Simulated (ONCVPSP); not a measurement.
Potentials for iodine (I) compared

Generated with ld1.x 7.5 (TM, RRKJ, ultrasoft, PAW), atompaw 4.2 or ONCVPSP 4.0.1. The cutoff is in Ry: for ld1.x and atompaw files where the sum of valence levels is converged to 10 mRy in a Bessel basis, for ONCV files where the hardest occupied wave has 1 mHa per electron of residual kinetic energy. The error is the largest all-electron minus pseudo excitation energy over each file’s own four to seven test configurations (ionisations up to +4, promotions, holes and added fractions of an electron), all of which were solved. The labels leave out finer settings (local radius, basis sizes, second energies), which also bear on the numbers. Spin-polarised tests are not counted. The rows are a selection from randomly drawn settings: files with unsolved tests, undetermined cutoffs or missed reference levels are left out.

A true bound ghost makes a file unfit for plane-wave use even where its test errors are small: the radial tests pick states by their node count and pass the ghost by.

```csv
potential,cutoff (Ry),largest error (meV),bound ghosts
"ONCV, PBE, scalar-relativistic, rc 1.50/1.70 (sp), local smoothed, core correction yes, reference 5s1.75 5p5.25, qcut 3.8/4.5, projectors 2/1",141,+2.3,s
"ONCV, LDA (Perdew-Wang 92), scalar-relativistic, rc 1.80/2.20/0.95 (spd), local d, core correction yes, reference 4d10 5s2 5p5, qcut 3.6/3.3/11.3, projectors 2/2/0",114,-302,"s, p"
"ONCV, LDA (Perdew-Zunger), scalar-relativistic, rc 1.70/1.80/0.95 (spd), local smoothed, core correction yes, reference 4d10 5s1.5 5p5.5, qcut 3.9/4.6/9.7, projectors 2/1/3",147,+2.7,"s, p"
"ONCV, PBE, scalar-relativistic, rc 1.25/1.25/1.05 (spd), local d, core correction yes, reference 4s2 4p6 4d10 5s2 5p5, qcut 12.2/13/17.8, projectors 2/2/0",127,-14,none
"ONCV, LDA (Perdew-Zunger), scalar-relativistic, rc 1.25/1.40/1.40 (spd), local smoothed, core correction yes, reference 4s2 4p6 4d10 5s2 5p5, qcut 11.8/9.2/9.3, projectors 2/2/2",92,-223,none
```

(1) Fill in the row for I: ONCV, PBE, scalar-relativistic, rc 1.25/1.05/1.20 (spd), local smoothed, core correction yes, reference 4s2 4p6 4d10 5s1.5 5p5.5, qcut 11.6/16.6/13, projectors 3/2/2.

(2) Fill in the row for I: ONCV, PW91, fully relativistic, rc 1.80/1.90/0.90 (spd), local smoothed, core correction yes, reference 4d10 5s2 5p5, qcut 3.5/4.5/10.1, projectors 2/2/2.

Results:

(1) cutoff 189 Ry, largest error -11 meV, bound ghosts: none.

(2) cutoff 126 Ry, largest error -332 meV, bound ghosts: s, p3/2, p1/2.
